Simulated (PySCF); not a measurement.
Run record: geometry optimisation, `C[O][Ge@@H]([F])[GeH3]`.

Computed with PBE0-D3(BJ)/def2-SVP geometry optimisation, gas phase (PySCF 2.14.0). Start geometry: GFN2-xTB. A driver script takes a list of jobs; this job's settings line and coordinates (Å) are shown.

Command:
```bash
OMP_NUM_THREADS=1 python probes_run.py task.json out
```

Input:
```
{"job": {"xc": "PBE0", "basis": "def2-SVP", "d3": "d3bj", "grid": 1, "shake": 0.01, "kind": "geom"}, "charge": 0, "multiplicity": 1}
C     -1.913710     0.186530     0.471110
O     -1.219480    -0.985490     0.241380
Ge     0.342870    -1.118770    -0.512250
F      0.102870    -0.968240    -2.265930
Ge     1.872270     0.659570     0.078450
H     -1.283680     1.029260     0.802970
H     -2.434240     0.528330    -0.444390
H     -2.659970     0.012880     1.235860
H      0.559630    -2.600970    -0.349260
H      1.577510     1.204500     1.468940
H      1.791640     1.816050    -0.857680
H      3.303980     0.208080     0.121780
```

Output:
```
step   0  E = -4369.99771178  max force = 0.023547
step   1  E = -4370.00232485  max force = 0.021365
step   2  E = -4370.00330328  max force = 0.002646
step   3  E = -4370.00337339  max force = 0.000796
step   4  E = -4370.00342511  max force = 0.001557
step   5  E = -4370.00345814  max force = 0.001476
step   6  E = -4370.00350402  max force = 0.000848
step   7  E = -4370.00353947  max force = 0.000542
step   8  E = -4370.00358146  max force = 0.001179
step   9  E = -4370.00364117  max force = 0.001470
step  10  E = -4370.00369470  max force = 0.001099
step  11  E = -4370.00372092  max force = 0.000502
step  12  E = -4370.00373154  max force = 0.000383
optimisation converged
```

Energies in Eh; «max force» is the largest Cartesian gradient component in Eh/bohr.

**Question.** Give the first gradient maximum in eV/Å.

**Answer.** With 1 Eh/bohr = 51.422 eV/Å, 1.211 eV/Å.

**Question.** How much energy does the optimisation release, in kJ/mol?

**Answer.** E(step 0) − E(last step) = 0.006020 Eh, which is 15.8 kJ/mol.

Summary of the converged run: final energy -4370.00373 Eh after 12 steps; dipole 2.10 D.

Time: 3.5 min wall; peak memory 0.55 GiB. Hardware: one thread of an Arm Neoverse N1, shared host.
Labels such as C1 count atoms from 1, the log's own numbers from 0.
